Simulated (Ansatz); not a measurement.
Relaxation of BClH4NO (8 atoms, charge 0, multiplicity 2), to a largest force component of 0.03 eV/Å in at most 50 steps.

Level of theory: UKS PBE-D4/def2-SVP (Ansatz).

```xyz
8
Properties=species:S:1:pos:R:3:forces:R:3
B 0.063 -0.140 -0.142 -0.13 0.16 0.59
Cl -0.116 0.369 1.618 0.08 -0.12 -0.64
N 1.307 0.019 -0.768 -0.01 -0.01 -0.04
H 1.453 -0.243 -1.743 0.02 0.01 0.03
H 2.115 0.417 -0.295 0.02 -0.01 -0.01
O -1.019 -0.660 -0.796 -0.02 -0.03 -0.05
H -1.799 -0.714 -0.217 0.04 0.01 -0.01
H -0.010 0.105 4.176 0.01 -0.02 0.13
```

Q: Where does it end, and by what steps?

A: The forces met the threshold. The force dipped under the threshold on the way, but the program's further checks kept it going. After 6 steps the energy has fallen by 0.045 eV; H8 moved furthest, 0.56 Å.

| step | energy less start (eV) | largest force component (eV/Å) | accepted |
| --- | --- | --- | --- |
| 0 | 0.0000 | 0.636 | yes |
| 1 | -0.0130 | 0.422 | yes |
| 2 | -0.0342 | 0.182 | yes |
| 3 | -0.0370 | 0.360 | yes |
| 4 | -0.0426 | 0.195 | yes |
| 5 | -0.0447 | 0.015 | yes |
| 6 | -0.0449 | 0.006 | yes |

```xyz
8
Properties=species:S:1:pos:R:3
B 0.050 -0.116 -0.209
Cl -0.172 0.502 1.472
N 1.308 0.012 -0.824
H 1.475 -0.321 -1.772
H 2.107 0.445 -0.368
O -0.998 -0.699 -0.872
H -1.802 -0.715 -0.325
H 0.025 0.047 4.731
```

Time of the run: 16 s on 2 threads of Arm Neoverse V1, on a shared host, peak memory 0.16 GiB.
